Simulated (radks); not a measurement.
Excited configurations of I XXXVI: one electron is placed in a higher orbital outside [Ne] 3s2 3p5. The ground configuration is [Ar]. All-electron calculation, scalar-relativistic Kohn-Sham, r2SCAN, spin-polarised, spherical densities, finite nucleus; open shells are filled with parallel spins first (spin-orbit coupling, left out, can overturn this in heavy ions); meta-GGA in the generalised Kohn-Sham scheme; Fermi nuclear charge, rms radius 4.75 fm. Program: a radial shooting solver on a logarithmic mesh with Libxc functionals. Excitation = E - E(ground); binding = E(ion) - E, where the ion is the core of charge +36; n* = 36/sqrt(2 binding) in atomic units. These energies are relativistic, and a one-electron ion of charge +36 with no core already has n* below n in this formula (scalar-relativistic equation, point nucleus: 4s 3.971, 4d 3.993, 5s 4.970, 5d 4.991, 5f 4.995, 6s 5.969, 6p 5.981, 6d 5.990, 6f 5.994, 7s 6.969, 7p 6.981, 7d 6.990). The quantum defect is therefore taken as that value minus n*, so that it holds no relativistic shift of the bare ion.

| outer orbital | excitation (eV) | binding (eV) | quantum defect | <r> (bohr) |
|---|---|---|---|---|
| 4s | 1109.7 | 1349.5 | 0.357 | 0.5482 |
| 4d | 1256.9 | 1202.3 | 0.163 | 0.5292 |
| 5s | 1631.4 | 827.80 | 0.355 | 0.8907 |
| 5d | 1703.7 | 755.53 | 0.160 | 0.8897 |
| 5f | 1732.2 | 727.02 | 0.071 | 0.8419 |
| 6s | 1899.8 | 559.45 | 0.355 | 1.317 |
| 6p | 1918.6 | 540.62 | 0.270 | 1.334 |
| 6d | 1940.4 | 518.76 | 0.160 | 1.334 |
| 6f | 1956.6 | 502.65 | 0.072 | 1.294 |
| 7s | 2056.0 | 403.19 | 0.355 | 1.826 |
| 7p | 2067.7 | 391.53 | 0.270 | 1.852 |
| 7d | 2081.2 | 378.01 | 0.160 | 1.861 |

The Delta-SCF ionisation energy is 2459.2 eV (NIST Atomic Spectra Database: 2431 eV, theoretical). Self-interaction in the functional shifts the binding energies and quantum defects, so they are the method's values and not measured ones. Open shells are spherical and high-spin; term and fine-structure splittings are not resolved. Spin-orbit splitting is averaged out at the scalar-relativistic level.
